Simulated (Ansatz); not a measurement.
Li⁺ ··· CH3F

The pair of Li⁺ (SMILES [Li+], atom 1) and CH3F (SMILES CF, atoms 2–6), both closed shells, in one local arrangement (a lower one may exist), relaxed at PBE0-D4/def2-TZVP:

Li1  (0.199, -0.070, -2.558)
C2  (-0.048, 0.017, 0.616)
F3  (0.067, -0.024, -0.819)
H4  (0.966, 0.031, 1.003)
H5  (-0.590, -0.879, 0.905)
H6  (-0.595, 0.925, 0.853)
(Å)

Computed with Ansatz 0.2.0 (basis: def2-TZVPPD, with def2-QZVPPD for the basis limit); correlated methods freeze the cores. The outer core shell of Li, Na, Mg and K is correlated. B3LYP uses VWN-RPA correlation. Extrapolation: Hartree–Fock as exp(−7.88 √X), correlation as X^−2.97. Interaction energies count from these two fragments, frozen as in the pair, with the counterpoise correction; negative means bound.

(1) What is the interaction energy by CCSD(T) at an estimated basis limit (MP2 extrapolated from triple and quadruple zeta, plus CCSD(T) − MP2 in triple zeta)? (To be estimated.)

(2) Which atoms make the shortest contact between the fragments?

T1 diagnostic: at most 0.012.

Answers

(1) The calculation gives: -30.32 kcal/mol. Hartree–Fock alone gives -33.33 kcal/mol at the basis limit. It counts from the two fragments frozen as in the pair.

The same quantity by other methods in triple zeta, and each one's difference from that estimate:
```tsv
method	E_int (kcal/mol)	difference
PBE-D4	-29.39	0.93
revPBE-D4	-28.41	1.91
BLYP-D4	-30.42	-0.10
r2SCAN-D4	-28.74	1.58
B97M-V	-29.28	1.04
PBE0-D4	-30.54	-0.22
B3LYP-D4	-31.53	-1.21
HSE06-D4	-30.50	-0.18
wB97X-V	-30.23	0.08
wB97M-V	-30.34	-0.02
B2PLYP	-30.88	-0.56
HF	-32.73	-2.41
MP2	-29.23	1.09
CCSD	-29.82	0.50
CCSD(T)	-29.26	1.06
```
Differences are method less estimate.

(2) Li1 and F3, 1.74 Å apart.

Energy to bend the free fragments (PBE0-D4 minima) into their shapes in the pair, CCSD(T)/def2-TZVPPD: CH3F 1.01 kcal/mol. This must be added to the interaction energy to get the binding energy from relaxed fragments.

Basis-set superposition shift (counterpoise-corrected less uncorrected): CCSD(T) 0.37; MP2 0.32; HF 0.03; PBE0-D4 0.05; wB97M-V 0.07 kcal/mol.

For scale, one of the runs: CCSD(T)/def2-TZVPPD, 150 basis functions, launched by `ansatz run in.yaml --threads 2 --pin off --events-out ev --progress --plain --max-ram 5222MiB`. Hardware: 2 CPU threads, shared host. Wall time 4.7 s; peak host memory 1.1 GiB.
